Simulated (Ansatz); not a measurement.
Cost and result for the atomization energy of C$_{2}$H$_{7}$FInNO (`C[N](C)[In]([OH])[F]`) (13 atoms, 12 bonds).

Z-matrix (Å, degrees):
```
C
N 1 1.442
H 1 1.092 2 111.1
H 1 1.099 2 110.6 3 -119.5
H 1 1.100 2 112.2 3 120.8
C 2 1.441 1 113.8 3 -180.0
In 2 1.983 1 121.3 3 -13.5
H 6 1.100 2 110.6 1 -59.5
H 6 1.092 2 111.4 1 -178.9
H 6 1.101 2 112.3 1 60.2
O 7 1.966 2 130.7 1 -175.9
F 7 1.958 2 115.9 1 9.0
H 11 0.961 7 110.7 2 -176.1
```

The species carries charge 0 and has multiplicity 1. Correlated methods include outer-core shells of In, which these sets cover unevenly. In: def2 effective core potential. Geometry: relaxed with PBE0-D4/def2-TZVP. It is one conformer, not always the lowest. Program: Ansatz. All runs use 2 threads of an AMD EPYC 7R13 on a shared host and a share of an NVIDIA H100 80 GB. Times are those of one run each, without the atoms' runs, and a repeat can differ threefold. Electronic energies, without spin–orbit coupling; frozen cores. CCSD(T)/CBS adds CCSD(T) − MP2 in def2-TZVPP to the MP2 limit, and its time is that of the two runs behind it. T1 = 0.016. With those shells the extrapolation isn't a true limit. B3LYP takes the VWN-RPA correlation (the form of Gaussian; ORCA's B3LYP/G).

CCSD(T)/CBS is a level of theory with its own doubt, some kJ/mol a heavy atom from the limit and from the frozen cores, so smaller differences don't rank the functionals.

```json
{"level": "PBE-D4/def2-TZVPP (with forces)", "functions": "303", "wall time": "4.3 s", "atomization (kcal/mol)": "1124.7", "difference from CCSD(T)/CBS": "18.3", "per bond": "1.5"}
{"level": "r2SCAN-D4/def2-TZVPP (with forces)", "functions": "303", "wall time": "4.8 s", "atomization (kcal/mol)": "1098.8", "difference from CCSD(T)/CBS": "-7.6", "per bond": "-0.6"}
{"level": "ωB97X-V/def2-TZVPP", "functions": "303", "wall time": "5.5 s", "atomization (kcal/mol)": "1104.4", "difference from CCSD(T)/CBS": "-2.0", "per bond": "-0.2"}
{"level": "PBE0-D4/def2-TZVPP", "functions": "303", "wall time": "6 s", "atomization (kcal/mol)": "1096.1", "difference from CCSD(T)/CBS": "-10.3", "per bond": "-0.9"}
{"level": "B3LYP-D4/def2-TZVPP (with forces)", "functions": "303", "wall time": "7 s", "atomization (kcal/mol)": "1095.6", "difference from CCSD(T)/CBS": "-10.8", "per bond": "-0.9"}
{"level": "ωB97M-V/def2-TZVPP (with forces)", "functions": "303", "wall time": "8.5 s", "atomization (kcal/mol)": "1101.8", "difference from CCSD(T)/CBS": "-4.6", "per bond": "-0.4"}
{"level": "B2PLYP/def2-TZVPP", "functions": "303", "wall time": "12 s", "atomization (kcal/mol)": "1086.7", "difference from CCSD(T)/CBS": "-19.7", "per bond": "-1.6"}
{"level": "MP2/def2-QZVPP", "functions": "577", "wall time": "13 s", "atomization (kcal/mol)": "1113.9", "difference from CCSD(T)/CBS": "7.5", "per bond": "0.6"}
{"level": "CCSD(T)/def2-TZVPP", "functions": "303", "wall time": "18 s", "atomization (kcal/mol)": "1071.6", "difference from CCSD(T)/CBS": "-34.8", "per bond": "-2.9"}
{"level": "CCSD(T)/CBS(def2)", "functions": "–", "wall time": "30 s", "atomization (kcal/mol)": "1106.4", "difference from CCSD(T)/CBS": "0.0", "per bond": "0.0"}
```

In def2-TZVPP, CCSD(T) changes the Hartree–Fock value by +312.6 kcal/mol (the triples alone add +19.3 kcal/mol) and MP2 by +334.0 kcal/mol; breaking electron pairs costs correlation energy, which Hartree–Fock lacks. From PBE to PBE0 (25 % exact exchange), in def2-TZVPP and without D4, the atomization energy moves by −27.7 kcal/mol: exact exchange takes away binding that semilocal exchange gives to molecules. The D4 term adds +9.7 kcal/mol with B3LYP and +5.1 kcal/mol with PBE0; it sums over pairs of atoms, weighted by their polarisabilities, and B3LYP, whose exchange is more repulsive, gets the larger term.

Spin–orbit coupling would lower the free In atoms strongly, and the atomization energy with them, by more than many differences here.
